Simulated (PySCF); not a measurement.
PySCF job for C2H7F2NSi, SMILES FC(C[SiH2]N)F, SMD-B3LYP/6-31G*. Coordinates come from a PBE0-D3(BJ)/def2-SVP optimisation. The structure was generated by enumeration, and PubChem lists no compound with its InChIKey, so it may never have been made. Other conformers were not sampled.

```python
import numpy as np
from pyscf import gto, scf, dft
from pyscf.solvent import smd

mol = gto.M(
    atom='''
    N     2.80778656    0.17063312   -0.00000001
    Si    1.19379666   -0.45013099    0.00000001
    C    -0.13694267    0.91733365   -0.00000001
    C    -1.56174430    0.43622042   -0.00000000
    F    -1.79872298   -0.33220877   -1.09234532
    F    -1.79872298   -0.33220876    1.09234532
    H     3.21087426    0.57596623    0.83609468
    H     3.21087426    0.57596622   -0.83609469
    H     1.02578306   -1.27501480   -1.23055466
    H     1.02578306   -1.27501479    1.23055468
    H     0.01903225    1.55696031    0.88439136
    H     0.01903224    1.55696029   -0.88439138
    H    -2.30990285    1.25001190   -0.00000001
    ''',
    basis='6-31G*',
    charge=0,
    spin=0,
    max_memory=1600,
    verbose=3,
)
mf = dft.RKS(mol, xc='b3lyp').density_fit(auxbasis='def2-universal-jkfit')
mf.grids.level = 3
mf.conv_tol = 1e-9
mf.max_cycle = 100
mf.kernel()
res = {}
for name in ['water', '1-octanol', 'n-hexane']:
    s = mf.SMD()
    s.with_solvent.solvent, s.with_solvent.sasa_ng = name, 194
    s.kernel(mf.make_rdm1())
    res[name] = (s.e_tot, s.with_solvent.get_cds(), s.dip_moment(), s.mo_energy, s.converged)
    print(f'SMD {name}: dG(solv) = {(s.e_tot - mf.e_tot) * 627.509474:.3f} kcal/mol, of which CDS {res[name][1] * 627.509474:.3f}')
```

Program output:

```
converged SCF energy = -624.366929410878
converged SCF energy = -624.370343026604
Dipole moment(X, Y, Z, Debye):  1.64885,  3.99524,  0.00000
SMD water: dG(solv) = -2.142 kcal/mol, of which CDS 4.893
converged SCF energy = -624.374629809981
Dipole moment(X, Y, Z, Debye):  1.63032,  3.83147,  0.00000
SMD 1-octanol: dG(solv) = -4.832 kcal/mol, of which CDS 1.158
converged SCF energy = -624.370389962711
Dipole moment(X, Y, Z, Debye):  1.54426,  3.31152,  0.00000
SMD n-hexane: dG(solv) = -2.172 kcal/mol, of which CDS 0.229
```

The run converged.
